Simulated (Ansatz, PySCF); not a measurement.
CH5GaN (SMILES [CH3][Ga+][NH2]), charge +1, singlet, at a GFN2-xTB geometry (such geometries of metal compounds can be far from the true shape). Base run: BHANDHLYP/STO-3G (PySCF).

The PySCF input:
```python
from pyscf import gto, scf, dft

mol = gto.M(
    atom='''
Ga   -0.020782   -0.041393    0.018720
C    -0.329657    1.590347   -1.183725
H    -1.183712    2.142603   -0.780540
H    -0.533255    1.223758   -2.194273
H     0.585327    2.190416   -1.152936
N     0.456383   -1.421577    1.124747
H     0.548975   -2.362451    0.735364
H     0.010157   -1.502186    2.041189
''',
    basis='sto-3g',
    charge=1,
    spin=0,
    verbose=3,
)

mf = dft.RKS(mol)
mf.xc = 'bhandhlyp'
mf.kernel()
```

The same geometry, method and basis name were run in Ansatz (a program for electronic structure) and PySCF, at each program's defaults and at the settings that a row names. The base is PySCF at its defaults. Differences at the defaults can come from grids, fitting, cores and function types together.

```csv
code and settings,ΔE vs base (µEh),basis functions,E (Eh),SCF cycles
"PySCF, defaults (exact integrals, its default grid, spherical functions)",0.0,33,-1996.68026,12
"Ansatz, defaults (factorised integrals, its default grid, spherical functions)",6.0,33,-1996.68026,-
"PySCF, density fitting with def2-universal-jkfit",?,33,?,12
"PySCF, fine grid",2.9,33,-1996.68026,12
"Ansatz, high accuracy",2.9,33,-1996.68026,-
```

Q: Complete the blanks.

A: 
- PySCF, density fitting with def2-universal-jkfit, ΔE vs base (µEh): -1465
- PySCF, density fitting with def2-universal-jkfit, E (Eh): -1996.68173
